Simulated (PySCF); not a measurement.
**Structure from 2D NMR**

Compound of formula C8H9OP. Correlations simulated from computed shifts and the bond graph:

HSQC (one-bond C–H):
```
  δH     δC
8.19  136.2
7.73  137.6
7.68  132.7
7.55  131.7
3.04   29.2
2.83   29.2
2.27   33.9
2.10   33.9
```

COSY cross peaks (H two or three bonds apart, from the bond graph; peaks can be absent where the dihedral angle is near 90°):
```
  δH    δH
8.31  2.27
8.31  2.10
8.19  7.68
7.73  7.68
7.73  7.55
3.04  2.83
3.04  2.27
3.04  2.10
2.83  2.27
2.83  2.10
2.27  2.10
```

HMBC (two and three bonds, from the bond graph):
```
  δH                                δC
8.31   151.1, 139.9, 136.2, 33.9, 29.2
8.19        151.1, 139.9, 137.6, 132.7
7.73        151.1, 136.2, 132.7, 131.7
7.68        139.9, 137.6, 136.2, 131.7
7.55  151.1, 139.9, 137.6, 132.7, 29.2
3.04         151.1, 139.9, 131.7, 33.9
2.83         151.1, 139.9, 131.7, 33.9
2.27                151.1, 139.9, 29.2
2.10                151.1, 139.9, 29.2
```

Carbons without hydrogens: δ 151.1, 139.9.

- PBE0/pcSseg-1 with gauge-including orbitals
- geometry from GFN2-xTB
- program: PySCF 2.14.0 with density-fitted response routines
- non-relativistic Hamiltonian, isolated molecule, single conformer

Chemical shifts δ = σref − σ; TMS for 1H (31.72 ppm), 13C (186.93 ppm), all at this level.

Exchangeable hydrogens are left out of these lists.

Assemble the structure.

Answers

SMILES O=[P@@H]1CCc2ccccc21.

Mapped SMILES: `[O:1]=[P@@H:2]1[CH2:3][CH2:4][c:5]2[cH:6][cH:7][cH:8][cH:9][c:10]21`. Each H is labelled by its parent atom. Ha(C3), Ha(C4) are cis to O1 on the ring; Hb(C3), Hb(C4) are trans to O1 on the ring.

1. δC 151.1 is C5, a substituted aromatic carbon.
2. δC 139.9 is C10, a substituted aromatic carbon.
3. δC 137.6 is C7, an aromatic CH (δH 7.73).
4. δC 136.2 is C9, an aromatic CH (δH 8.19).
5. δC 132.7 is C8, an aromatic CH (δH 7.68).
6. δC 131.7 is C6, an aromatic CH (δH 7.55).
7. δC 33.9 is C3, an sp3 CH2 bonded to P (δH 2.10, 2.27).
8. δC 29.2 is C4, an sp3 CH2 on an aromatic ring (δH 3.04, 2.83).
9. HMBC from δH 8.31 reaches the proton-free carbons C5, C10.
10. HMBC from δH 8.19 reaches the proton-free carbons C5, C10.
11. HMBC from δH 7.73 reaches the proton-free carbon C5.
12. HMBC from δH 7.68 reaches the proton-free carbon C10.
13. COSY links 8.31–2.27, 8.31–2.10, 8.19–7.68, 7.73–7.68, 7.73–7.55, 3.04–2.83.

The data come from this structure; uniqueness wasn't tested.

Shifts are as computed. Against solution values, carbons near 30 ppm lie about +3 ppm off and those near 130 ppm about +5 ppm. Of 1211 compounds with measured shifts, 218 miss one by over three times the rms of a fit or turn the order of signals round; such compounds aren't used in these exercises.
